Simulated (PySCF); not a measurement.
Radial density of N³⁺ (nitrogen, charge +3)

UHF, [He] 2s2, closed-shell 1S. Calculation: PySCF 2.14, in aug-cc-pCVTZ-DK with one added diffuse shell each of s, p, d, f type (8s7p5d3f, 75 functions); scalar relativity by spin-free X2C-1e.

```json
{"r (bohr)": "0.00424", "4πr²ρ (e/bohr)": "0.04673"}
{"r (bohr)": "0.00713", "4πr²ρ (e/bohr)": "0.1265"}
{"r (bohr)": "0.0120", "4πr²ρ (e/bohr)": "0.3293"}
{"r (bohr)": "0.0202", "4πr²ρ (e/bohr)": "0.8255"}
{"r (bohr)": "0.0339", "4πr²ρ (e/bohr)": "1.917"}
{"r (bohr)": "0.0571", "4πr²ρ (e/bohr)": "3.925"}
{"r (bohr)": "0.0960", "4πr²ρ (e/bohr)": "6.460"}
{"r (bohr)": "0.161", "4πr²ρ (e/bohr)": "7.409"}
{"r (bohr)": "0.272", "4πr²ρ (e/bohr)": "4.650"}
{"r (bohr)": "0.457", "4πr²ρ (e/bohr)": "1.538"}
{"r (bohr)": "0.768", "4πr²ρ (e/bohr)": "1.868"}
{"r (bohr)": "1.29", "4πr²ρ (e/bohr)": "1.396"}
{"r (bohr)": "2.17", "4πr²ρ (e/bohr)": "0.1616"}
{"r (bohr)": "3.66", "4πr²ρ (e/bohr)": "0.001030"}
```

Densities and radii are taken from the X2C orbitals without a picture-change correction, which distorts them close to the nucleus.
